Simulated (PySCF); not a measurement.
## A run with a changed setting

The sound run of [Pb(SH)3]− (singlet) uses PySCF 2.14.0, RKS TPSS, Pb def2-SVP with ECP60, S def2-SVP, H def2-SVP; non-relativistic Hamiltonian with scalar-relativistic core potentials where named; density fitting; no spin-orbit coupling, grid (50, 194), threshold 1e-8 and 55 cycles at the relaxed geometry. This run differs:

```python
mol = gto.M(atom='''
Pb    -0.00920    -0.01041     0.60405
S      2.32992    -0.38348    -0.70057
H      2.92991     0.56455     0.06884
S     -0.80642     2.21019    -0.71435
H     -1.89463     2.32655     0.09396
S     -1.50152    -1.83200    -0.72487
H     -1.04805    -2.81813     0.09531''',
    basis={'Pb': 'def2-SVP', 'S': 'def2-SVP', 'H': 'def2-SVP'},
    ecp={'Pb': 'def2-SVP'},
    charge=-1, spin=0)
mf = dft.RKS(mol, xc='TPSS')
mf.grids.atom_grid = (50, 194)
mf = mf.density_fit()  # fitting sets: Pb def2-universal-JKFIT, S def2-universal-JKFIT, H def2-universal-JKFIT
mf.conv_tol = 1e-08; mf.max_cycle = 90
mf.kernel(mf.get_init_guess(key='1e'))
mf.nuc_grad_method().kernel()
```

Question: What was changed, and how did it end?

Answer: The start was changed to the bare core Hamiltonian. It converged in 18 cycles, 0.000 eV from the sound run, largest force component 0.00 eV/Å. The cycle limit differs too. No harm here: the result survives it.
```
init E= -1366.16202149524
cycle= 1 E= -1335.99872099621  delta_E= 30.2  |g|= 9.12  |ddm|= 37.7
cycle= 2 E= -1354.08413644917  delta_E= -18.1  |g|= 7.73  |ddm|= 36.4
cycle= 3 E= -1374.17636737215  delta_E= -20.1  |g|= 5.14  |ddm|= 15.9
cycle= 4 E= -1345.0298690482  delta_E= 29.1  |g|= 9.54  |ddm|= 15.2
cycle= 5 E= -1382.4608249043  delta_E= -37.4  |g|= 3.03  |ddm|= 11.9
...
cycle= 16 E= -1389.05983616713  delta_E= -9.15e-08  |g|= 0.000176  |ddm|= 0.00102
cycle= 17 E= -1389.05983617828  delta_E= -1.12e-08  |g|= 2.69e-05  |ddm|= 0.000273
cycle= 18 E= -1389.05983617853  delta_E= -2.51e-10  |g|= 6.4e-06  |ddm|= 4.9e-05
Extra cycle  E= -1389.05983617853  delta_E= -2.5e-12  |g|= 7.15e-06  |ddm|= 2.45e-05
converged SCF energy = -1389.05983617853
```

Run from Python with OMP_NUM_THREADS=2; the lines above give its settings.
It took 6 s on 2 threads of Arm Neoverse V2, on a shared host.

No frequency check is given that shows the relaxed geometry to be a minimum.
